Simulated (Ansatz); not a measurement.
Basis-set series for Br$_{2}$H$_{4}$HfN$_{2}$, SMILES `[NH2][Hf]([NH2])([Br])[Br]`. Charge 0, multiplicity 1. Hf: def2 effective core potential. Geometry: relaxed with PBE0-D4/def2-TZVP. It is one conformer, not always the lowest.

```csv
functional,basis,functions,energy (Eh),HOMO (eV),LUMO (eV)
PBE0-D4,def2-TZVPP,270,-5307.82134,-7.72,-1.09
PBE0-D4,def2-QZVPP,493,-5307.93372,-7.75,-1.13
ωB97M-V,def2-TZVPP,270,-5308.14119,-9.97,0.95
ωB97M-V,def2-QZVPP,493,-5308.24923,-10.01,0.44
```

(1) Give the rows for def2-SVP. (Best estimate.)

Answers

(1) The calculation gave: 
```tsv
functional	basis	functions	energy (Eh)	HOMO (eV)	LUMO (eV)
PBE0-D4	def2-SVP	144	-5307.04684	-7.64	-1.06
ωB97M-V	def2-SVP	144	-5307.36394	-9.88	0.97
```

Positive LUMOs are unbound and depend on the basis. Scalar relativity is left out up to krypton.

Program: Ansatz 0.2.0.
